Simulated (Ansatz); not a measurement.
Born–Oppenheimer molecular dynamics of CH4AlClO (8 atoms, charge 0, multiplicity 1). It starts at the highest image of a converged band. Of that band: Neighbouring images differ by up to 1.7 eV, so the band resolves the path poorly. A vibrational analysis at the climbing image gives one clearly imaginary mode, 211i cm⁻¹: a first-order saddle point.

Level of theory: RKS B3LYP-D4/6-31G in Ansatz 0.2.0.

```json
{
 "ensemble": "NVE (velocity Verlet)",
 "time step": "0.5 fs",
 "steps asked": "200",
 "starting velocities drawn for": "300 K",
 "seed": "4742"
}
```

Frames 0.5 fs apart, positions in Å, forces in eV/Å.

Velocities at 55.0 fs (Å/ps):

```
O -1.25 -1.90 -0.88
C 2.11 -2.87 -3.24
Al -0.93 2.76 -0.72
Cl 0.68 -0.45 1.11
H 7.75 -10.79 -6.76
H 16.91 1.23 21.37
H -16.98 13.70 21.74
H -12.17 2.16 -3.51
```

```xyz
8
Properties=species:S:1:pos:R:3:forces:R:3 time_fs=55.0 energy_less_start_eV=0.089 T=186
O 0.140 1.434 -0.101 -1.42 0.15 -0.36
C 0.105 0.225 0.967 0.08 -0.70 -1.19
Al -0.004 -1.402 0.060 -0.20 -0.06 1.01
Cl -0.518 -0.962 -2.052 -0.02 0.29 -0.64
H -0.587 1.369 -0.788 0.58 -0.07 0.68
H 0.217 0.701 1.909 0.13 0.33 0.64
H 0.988 1.594 -0.523 0.74 0.11 -0.19
H -0.177 -2.912 0.494 0.11 -0.05 0.05
8
Properties=species:S:1:pos:R:3:forces:R:3 time_fs=55.5 energy_less_start_eV=0.090 T=185
O 0.139 1.433 -0.102 -1.81 0.05 -0.10
C 0.106 0.224 0.965 0.15 -0.41 -0.68
Al -0.004 -1.401 0.059 -0.20 -0.14 0.99
Cl -0.517 -0.962 -2.052 -0.03 0.29 -0.66
H -0.582 1.363 -0.791 0.51 -0.07 0.63
H 0.226 0.702 1.921 0.06 0.10 0.15
H 0.980 1.601 -0.513 1.21 0.20 -0.40
H -0.183 -2.911 0.492 0.11 -0.04 0.05
8
Properties=species:S:1:pos:R:3:forces:R:3 time_fs=56.0 energy_less_start_eV=0.095 T=178
O 0.138 1.432 -0.102 -2.00 -0.02 0.14
C 0.107 0.222 0.963 0.21 -0.12 -0.18
Al -0.005 -1.399 0.059 -0.20 -0.22 0.97
Cl -0.517 -0.962 -2.051 -0.03 0.30 -0.67
H -0.577 1.358 -0.792 0.38 -0.07 0.53
H 0.235 0.703 1.932 0.00 -0.12 -0.31
H 0.975 1.608 -0.503 1.52 0.28 -0.53
H -0.189 -2.910 0.490 0.11 -0.03 0.06
8
Properties=species:S:1:pos:R:3:forces:R:3 time_fs=56.5 energy_less_start_eV=0.102 T=170
O 0.137 1.431 -0.102 -1.91 -0.04 0.34
C 0.108 0.221 0.961 0.28 0.13 0.27
Al -0.005 -1.398 0.059 -0.20 -0.30 0.94
Cl -0.517 -0.962 -2.051 -0.04 0.30 -0.69
H -0.570 1.352 -0.792 0.21 -0.08 0.36
H 0.243 0.704 1.943 -0.07 -0.31 -0.72
H 0.974 1.616 -0.495 1.61 0.32 -0.56
H -0.195 -2.909 0.489 0.12 -0.02 0.06
8
Properties=species:S:1:pos:R:3:forces:R:3 time_fs=57.0 energy_less_start_eV=0.106 T=165
O 0.135 1.430 -0.103 -1.54 0.00 0.49
C 0.109 0.219 0.959 0.33 0.35 0.63
Al -0.006 -1.396 0.059 -0.20 -0.39 0.91
Cl -0.516 -0.962 -2.050 -0.04 0.30 -0.70
H -0.563 1.346 -0.791 0.00 -0.10 0.15
H 0.252 0.704 1.953 -0.12 -0.46 -1.05
H 0.977 1.625 -0.488 1.45 0.31 -0.49
H -0.200 -2.908 0.488 0.12 -0.01 0.06
8
Properties=species:S:1:pos:R:3:forces:R:3 time_fs=57.5 energy_less_start_eV=0.107 T=163
O 0.134 1.429 -0.103 -0.94 0.09 0.59
C 0.110 0.218 0.958 0.37 0.51 0.90
Al -0.006 -1.395 0.059 -0.20 -0.47 0.89
Cl -0.516 -0.962 -2.050 -0.04 0.31 -0.71
H -0.555 1.339 -0.789 -0.21 -0.12 -0.10
H 0.260 0.704 1.960 -0.17 -0.56 -1.28
H 0.983 1.635 -0.482 1.08 0.24 -0.35
H -0.205 -2.907 0.487 0.12 0.00 0.06
8
Properties=species:S:1:pos:R:3:forces:R:3 time_fs=58.0 energy_less_start_eV=0.109 T=161
O 0.132 1.428 -0.103 -0.23 0.22 0.65
C 0.112 0.216 0.956 0.40 0.62 1.06
Al -0.007 -1.394 0.059 -0.21 -0.54 0.86
Cl -0.516 -0.963 -2.050 -0.05 0.31 -0.72
H -0.549 1.333 -0.788 -0.42 -0.14 -0.34
H 0.268 0.701 1.963 -0.20 -0.61 -1.42
H 0.992 1.645 -0.477 0.58 0.13 -0.16
H -0.209 -2.906 0.486 0.12 0.01 0.06
8
Properties=species:S:1:pos:R:3:forces:R:3 time_fs=58.5 energy_less_start_eV=0.110 T=159
O 0.130 1.427 -0.104 0.48 0.37 0.68
C 0.113 0.215 0.955 0.41 0.68 1.12
Al -0.008 -1.393 0.059 -0.21 -0.61 0.84
Cl -0.515 -0.963 -2.049 -0.05 0.31 -0.73
H -0.543 1.326 -0.788 -0.57 -0.16 -0.55
H 0.276 0.698 1.964 -0.22 -0.62 -1.45
H 1.002 1.656 -0.472 0.04 0.01 0.03
H -0.213 -2.905 0.485 0.13 0.02 0.07
8
Properties=species:S:1:pos:R:3:forces:R:3 time_fs=59.0 energy_less_start_eV=0.112 T=158
O 0.128 1.426 -0.104 1.08 0.52 0.68
C 0.115 0.214 0.954 0.41 0.69 1.08
Al -0.008 -1.392 0.060 -0.21 -0.67 0.82
Cl -0.515 -0.963 -2.049 -0.05 0.31 -0.74
H -0.539 1.319 -0.789 -0.65 -0.18 -0.69
H 0.283 0.693 1.960 -0.22 -0.57 -1.39
H 1.013 1.666 -0.467 -0.47 -0.12 0.18
H -0.217 -2.905 0.484 0.13 0.02 0.07
8
Properties=species:S:1:pos:R:3:forces:R:3 time_fs=59.5 energy_less_start_eV=0.111 T=158
O 0.126 1.426 -0.104 1.49 0.63 0.62
C 0.116 0.213 0.953 0.39 0.65 0.93
Al -0.009 -1.391 0.060 -0.22 -0.72 0.80
Cl -0.515 -0.963 -2.049 -0.06 0.31 -0.74
H -0.536 1.311 -0.791 -0.64 -0.18 -0.74
H 0.289 0.686 1.954 -0.20 -0.48 -1.23
H 1.022 1.676 -0.462 -0.89 -0.23 0.30
H -0.221 -2.904 0.484 0.13 0.02 0.07
8
Properties=species:S:1:pos:R:3:forces:R:3 time_fs=60.0 energy_less_start_eV=0.107 T=163
O 0.124 1.425 -0.103 1.70 0.70 0.52
C 0.118 0.212 0.952 0.35 0.55 0.68
Al -0.009 -1.389 0.060 -0.22 -0.76 0.78
Cl -0.514 -0.963 -2.049 -0.06 0.32 -0.75
H -0.535 1.303 -0.796 -0.53 -0.17 -0.69
H 0.295 0.678 1.945 -0.17 -0.34 -0.96
H 1.029 1.686 -0.456 -1.20 -0.32 0.36
H -0.224 -2.903 0.483 0.13 0.03 0.07
8
Properties=species:S:1:pos:R:3:forces:R:3 time_fs=60.5 energy_less_start_eV=0.101 T=171
O 0.123 1.424 -0.103 1.70 0.73 0.37
C 0.119 0.211 0.952 0.29 0.41 0.33
Al -0.010 -1.389 0.061 -0.22 -0.80 0.77
Cl -0.514 -0.963 -2.049 -0.07 0.32 -0.75
H -0.535 1.294 -0.802 -0.34 -0.14 -0.56
H 0.300 0.670 1.933 -0.12 -0.16 -0.61
H 1.033 1.695 -0.449 -1.39 -0.39 0.39
H -0.227 -2.902 0.483 0.13 0.02 0.07
```

Of the whole run (100 fs, mean temperature of the second half 209 K): The conserved energy stayed within 0.27 meV per atom of its start (net change 0.11 meV per atom), so the integration is sound. A run of 0.1 ps of so small a system gives no equilibrium averages. The orbitals stay closed-shell, which can raise the energy where a bond breaks towards radicals; this wasn't checked here. Limits of this set-up: no polarisation functions.

The run took 8 min on 1 thread of Arm Neoverse V1 (shared host), peak memory 0.12 GiB.
